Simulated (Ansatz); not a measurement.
Basis sets compared for SiCl3(nBu) (C₄H₉Cl₃Si). The state is a singlet with charge 0. Geometry PBE-D4/def2-SVP. Ansatz on 4 threads of Arm Neoverse V2 on a shared host; times are rough, and most runs start from earlier orbitals.

Cartesian coordinates in Å:
```
C 0.867 -0.437 -0.144
C -0.180 0.675 -0.334
C -1.618 0.159 -0.497
C -2.179 -0.559 0.733
Cl 3.938 -1.405 0.234
Cl 3.159 1.213 -1.726
Cl 2.829 1.458 1.603
Si 2.626 0.177 -0.013
H 0.846 -1.156 -0.993
H 0.675 -1.031 0.776
H -0.132 1.371 0.533
H 0.095 1.278 -1.226
H -2.271 1.023 -0.747
H -1.663 -0.518 -1.380
H -3.235 -0.858 0.578
H -1.612 -1.483 0.973
H -2.145 0.095 1.630
```

Another isomer (singlet) lies 0.02 eV lower at PBE0-D4/def2-TZVP; other spin states weren't run for this one.

Binding counts from free atoms (C triplet, Cl doublet, Si triplet, H doublet) in the same basis, without a counterpoise term.

```
           level  functions  energy (Eh)  HOMO (eV)  LUMO (eV)  binding per atom (eV)  wall time
 PBE-D4/def2-SVP        173   -1826.5495      -7.43      -0.69                   4.07      2.7 s
PBE0-D4/def2-SVP        173   -1826.7282      -8.81       0.29                   4.03      4.1 s
```

**Question.** Estimate the rows for PBE-D4/def2-TZVP (with forces), PBE0-D4/def2-TZVP.

**Answer.** 
| level | functions | energy (Eh) | HOMO (eV) | LUMO (eV) | binding per atom (eV) | wall time |
| --- | --- | --- | --- | --- | --- | --- |
| PBE-D4/def2-TZVP (with forces) | 326 | -1827.3058 | -7.54 | -1.10 | 4.05 | 7 s |
| PBE0-D4/def2-TZVP | 326 | -1827.4737 | -8.84 | -0.10 | 4.00 | 12 s |
